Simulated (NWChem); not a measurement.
Species: phosphoric acid (H$_{3}$PO$_{4}$); SMILES O=P(O)(O)O

```xyz
8

O      1.4282    -0.1440    -0.5880
P      0.0003    -0.0025     0.1301
O      0.0037    -0.0306     1.6054
O     -0.5817     1.3264    -0.5553
O     -0.8505    -1.1492    -0.6018
H      2.0001    -0.7483    -0.0976
H     -0.3507     2.1085    -0.0377
H     -1.6499    -1.3555    -0.1007
```
Atoms are numbered in this order, from 1.

Level: PBE0/def2-SVP (NWChem), optimised geometry, unscaled harmonic frequencies. 

```
frequency (cm⁻¹)  IR intensity (km/mol)
----------------  ---------------------
154                                76.1
154                                76.1
311                                94.4
373                                36.7
373                                36.7
451                                86.4
451                                86.4
455                                28.8
849                                13.3
938                               318.4
938                               318.4
1022                               98.1
1039                               88.0
1039                               88.0
1343                              289.2
3881                              199.5
3881                              199.5
3885                               32.4
```

```json
{
 "zero_point_energy": "30.8 kcal/mol",
 "thermal correction to the enthalpy at 298.15 K (with zero-point energy)": "35.3 kcal/mol",
 "heat capacity Cv": "21.2 cal/(mol K)",
 "entropy at 298.15 K and 1 atm (symmetry number 3)": "74.9 cal/(mol K)",
 "dipole_moment": "0.13 D"
}
```

Rigid rotor and harmonic oscillator.
